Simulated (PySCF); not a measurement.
## Gas-phase thermal properties of GaH(CH3)2

Method: PySCF energies plus ideal-gas RRHO corrections (1 bar). 6-31G* has spherical d functions here. All species are closed-shell singlets. B3LYP is the form with VWN-RPA correlation. Ga: all electrons, no relativistic terms. Methyl groups turn as free rotors in GaH(CH3)2. GaH(CH3)2: computed as isolated molecules; such fragments, hydroxides, amides, oligomers or adducts are transient or little studied in the gas. The harmonic model lacks anharmonicity and excited electronic states, which grow with temperature; levels with a mode under 35 cm⁻¹ are left out.

```
level           point group  σ  ZPE (kJ/mol)  S°298 (J/mol/K)  Cp298 (J/mol/K)  S°1000 (J/mol/K)  H1000 − H298 (kJ/mol)
--------------  -----------  -  ------------  ---------------  ---------------  ----------------  ---------------------
B3LYP/6-31G*            C2v  2         204.0            319.9             85.5             469.3                   92.1
HF/6-31G*               C2v  2         215.7            316.9             81.9             461.0                   89.1
PBE/def2-SVP            C2v  2         196.4            321.7             88.6             475.5                   94.6
PBE0/def2-TZVP          C2v  2         202.7            319.7             86.2             470.4                   92.8
```
σ: rotational symmetry number. Electronic degeneracy used: 1. Frequencies are unscaled.
